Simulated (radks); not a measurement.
Results of a calculation; reference values are marked as such.
Numerical settings for the titanium ion Ti10+, [Ne] 3s2. Code: a radial shooting solver on a logarithmic mesh with Libxc functionals. Model: scalar-relativistic Kohn-Sham, SCAN, spin-polarised, spherical densities, finite nucleus; meta-GGA in the generalised Kohn-Sham scheme; Fermi nuclear charge, rms radius 3.5921 fm. The defaults (mesh step 0.008 in ln r, mesh end at 40 bohr or more with all orbitals vanishing there, Anderson mixing 0.5 over 9 steps, residual threshold near 1e-9 with the energy settled to 1e-9 hartree or 1e-11 of itself, here a cap of 86 iterations) give E = -816.060 hartree and 3s at -254.26 eV in 19 iterations. Run on one thread of a shared host, so times are rough (Arm Neoverse V2): 0.12 s of CPU time, 0.12 s wall, 19 iterations on 2189 mesh points. Changes against that run (0 stands for a change within the tolerance of the run):

\begin{tabular}{lrrrrr}
setting & iterations & converged & E (mhartree) & e(3s) (meV) & CPU (s) \\ \hline
mesh step in ln r 0.03 & 86 & no & -10.4 & -3.63 & 0.13 \\
mesh step in ln r 0.08 & 86 & no & -1.84e+05 & -8.08e+05 & 0.25 \\
mesh step in ln r 0.012 & 16 & yes & +0.647 & -2.06 & 0.07 \\
mesh end (bohr) 2 & 19 & yes & +55.4 & +1.09e+03 & 0.11 \\
mesh end (bohr) 5 & 86 & no & -0.0701 & +0.274 & 0.39 \\
residual threshold 0.001 & 13 & yes & 0 & +0.19 & 0.09 \\
residual threshold 1e-13 & 86 & no & 0 & 0 & 0.4 \\
mixing 2.5 & 28 & no & diverged & - & 0.22 \\
linear mixing, mixing 0.5 & 28 & no & diverged & - & 0.18 \\
linear mixing, mixing 0.05 & 86 & no & +0.585 & -779 & 0.53 \\
mixing history 20 & 23 & yes & 0 & 0 & 0.14 \\
iteration cap 8 & 8 & no & -0.00852 & -5.25 & 0.06 \\
\end{tabular}

Settings that end as converged yet miss the energy by more than 1 mhartree: mesh end (bohr) 2 (+0.0554 hartree). A mesh that ends early acts as a hard wall.
